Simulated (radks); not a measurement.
Results of a calculation; reference values are marked as such.
Q: Tm3+, configuration [Xe] 4f12. Code: a radial shooting solver on a logarithmic mesh with Libxc functionals. Model: scalar-relativistic Kohn-Sham, BLYP, spin-polarised, spherical densities, finite nucleus; open shells are filled with parallel spins first (spin-orbit coupling, left out, can overturn this in heavy ions); Fermi nuclear charge, rms radius 5.2256 fm. Some entries of the table are withheld. Estimate them.

orbital  occ.  eigenvalue (Ry)  <r> (bohr)
1s up       1        -4359.566     0.02001
1s down     1        -4359.566     0.02001
2s up       1        -737.6121     0.08488
2s down     1        -737.6103     0.08488
2p up       3        -651.6710     0.07541
2p down     3        -651.6696     0.07541
3s up       1        -167.7329      0.2210
3s down     1        -167.6657      0.2210
3p up       3        -141.7026      0.2203
3p down     3        -141.6355      0.2203
3d up       5        -109.5220      0.1999
3d down     5        -109.4706      0.1998
4s up       1        -35.07267      0.4975
4s down     1        -34.93243      0.4975
4p up       3        -26.50788      0.5278
4p down     3        -26.37051      0.5279
4d up       5        -15.12705         (1)
4d down     5        -14.99314         (2)
5s up       1         -6.17975       1.205
5s down     1         -6.11901       1.210
5p up       3         -4.14267       1.410
5p down     3         -4.09903       1.418
4f up       7         -2.67016      0.7452
4f down     5         -2.55122      0.7547

A: 
(1) 4d up <r> (bohr): 0.5699
(2) 4d down <r> (bohr): 0.5704
